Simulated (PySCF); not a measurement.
# Löwdin shares of the frontier orbitals

(H2Ga-mu-H)3.
Z-matrix (Å and degrees, PBE0-D3(BJ)/def2-SVP geometry), rows numbered from 1:
```
Ga
H   1  1.5583
H   1  1.5587  2  130.93
H   1  1.7147  2  102.26  3   128.70
Ga  4  1.7144  1  126.20  2   165.56
H   5  1.5579  4  103.28  1  -142.27
H   5  1.5579  4  108.11  1    76.23
H   5  1.7148  4   99.18  1   -30.77
Ga  8  1.7137  5  127.19  4   -35.95
H   9  1.5583  8  102.38  5   164.34
H   9  1.5585  8  108.90  5   -54.13
H   1  1.7111  2  104.06  3  -127.31
```

Computed, not measured: TDDFT B3LYP/def2-SVPD, vertical, gas phase, core orbitals frozen in the response in PySCF. The B3LYP/def2-SVPD calculation is non-relativistic and has no spin–orbit coupling, an omission that weighs most on gallium.

Kohn–Sham orbitals with the atoms that hold most of them (Löwdin shares over 4%, at most four atoms; ? is withheld):

```json
{"orbital": "HOMO-3", "ε (eV)": "-8.98", "atoms": "Ga5 16%, Ga9 15%, H10 13%, Ga1 12%"}
{"orbital": "HOMO-2", "ε (eV)": "-8.92", "atoms": "Ga1 18%, Ga9 16%, Ga5 13%, H2 13%"}
{"orbital": "HOMO-1", "ε (eV)": "-8.68", "atoms": "?"}
{"orbital": "HOMO", "ε (eV)": "-8.56", "atoms": "?"}
{"orbital": "LUMO", "ε (eV)": "?", "atoms": "Ga1 19%, Ga9 18%, Ga5 14%, H12 8%"}
{"orbital": "LUMO+1", "ε (eV)": "-1.16", "atoms": "Ga5 21%, Ga9 16%, Ga1 14%, H7 8%"}
{"orbital": "LUMO+2", "ε (eV)": "-0.78", "atoms": "Ga1 22%, Ga9 20%, Ga5 19%, H12 7%"}
```

(1) Which atoms hold the HOMO-1, and with what shares?

(2) Give the leading atoms of the HOMO.

(3) What is the LUMO energy, and the HOMO–LUMO gap?

## Answers

(1) Ga1 (bonded to 4 H) 21%; Ga9 (bonded to 4 H) 20%; H3 (bonded to Ga) 18%; H11 (bonded to Ga) 17%. By element: gallium 41% or more, hydrogen 35% or more.

(2) Ga5 (bonded to 4 H) 26%; H6 (bonded to Ga) 18%; H7 (bonded to Ga) 17%; Ga9 (bonded to 4 H) 9%. By element: gallium 35% or more, hydrogen 35% or more.

(3) ε(LUMO) = -1.26 eV; the gap is 7.29 eV (0.2680 hartree).

Question: The HOMO–LUMO gap is 7.29 eV. Where does the response calculation put the lowest singlet, and from which orbitals?

Answer: S1 is at 6.44 eV (f = 0.0000), 0.85 eV below the gap, made of HOMO→LUMO (94%). 

Question: Give energy, strength and leading configuration of S1 and S3, and follow the Löwdin shares of the leading atoms from the occupied to the empty orbital.

Answer: 
- S1 (6.44 eV, f 0.0000), HOMO→LUMO (94%): Ga5 26% → 14%, H6 18% → at most 8%, Ga1 at most 9% → 19%, Ga9 9% → 18%
- S3 (6.65 eV, f 0.0000), HOMO-1→LUMO+1 (83%): Ga1 21% → 14%, Ga9 20% → 16%, Ga5 at most 17% → 21%

Orbitals of the list HOMO-3 to LUMO+2 that lie within 0.01 eV of each other are written together with a slash and their weights summed (≥ marks a lower bound); for degenerate orbitals outside that list single weights are arbitrary.
